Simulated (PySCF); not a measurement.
# How the functional moves excitation energies

Compound: C₃H₉GeNSi.
Cartesian coordinates in Å at the PBE0-D3(BJ)/def2-SVP level; atoms count from 1:
```xyz
15
C3H9GeNSi angstrom
N     -2.2641   -0.8409   -1.1680
C     -2.4831    0.5725   -0.9293
Si    -1.7835    1.0548    0.7571
C      0.0045    0.6134    0.7791
C      1.1859    0.2922    0.7492
Ge     3.0213   -0.2050    0.7354
H     -1.2673   -1.0487   -1.1896
H     -2.6432   -1.1275   -2.0678
H     -2.0731    1.2664   -1.6958
H     -3.5679    0.7775   -0.8829
H     -1.9151    2.5275    0.9756
H     -2.4681    0.3213    1.8599
H      3.8676    1.0297    0.3928
H      3.4001   -0.7390    2.1242
H      3.2278   -1.2969   -0.3253
```

Linear-response calculations in the def2-SVPD basis (PySCF; singlets by full response, triplets Tamm–Dancoff, core orbitals frozen in the response; HF means time-dependent Hartree–Fock). 'Strongest' is the level of largest summed f among the singlets computed (6 and 10 roots, of which the last may lack a degenerate partner); it can jump between rows when another state enters that window. S1 is the lowest singlet of each run and needn't be the same state throughout; f(S1) is that of one state. Geometry: PBE0-D3(BJ)/def2-SVP, one conformer, isolated molecule. Relativistic effects, spin–orbit coupling among them, are left out although an element past zinc is present.

```
functional                               kind  S1 (eV)  f(S1)  strongest (eV)  T1 (eV)  HOMO (eV)  gap (eV)  ionisation energy, ΔSCF (eV)
       LDA                                LDA     4.11  0.007            5.92     4.05      -5.63      4.08                          9.16
       PBE                                GGA     4.21  0.007            5.98     4.14      -5.54      4.19                   not settled
     B3LYP  global hybrid, 20% exact exchange     5.27  0.012            5.27     4.63      -6.76      6.09                          8.98
      PBE0  global hybrid, 25% exact exchange     5.44  0.012            6.96     4.55      -6.98      6.50                          9.01
 BHandHLYP  global hybrid, 50% exact exchange     5.54  0.000            7.75     4.54      -8.36      8.83                          9.20
 CAM-B3LYP             range-separated hybrid     5.61  0.000            6.79  not run      -8.42      9.01                       not run
        HF                       Hartree–Fock     5.18  0.000            8.55     3.97     -10.40     12.40                   not settled
```

S1 runs from 4.11 eV (LDA) to 5.61 eV (CAM-B3LYP), a spread of 1.50 eV, while the orbital gap spreads over 8.3 eV. −ε(HOMO) comes closest to its own ΔSCF ionisation energy with BHandHLYP (-0.85 eV) and misses most with LDA (-3.53 eV). 'Not settled' means that the ion's SCF failed to converge or may have ended in another state than the lowest.
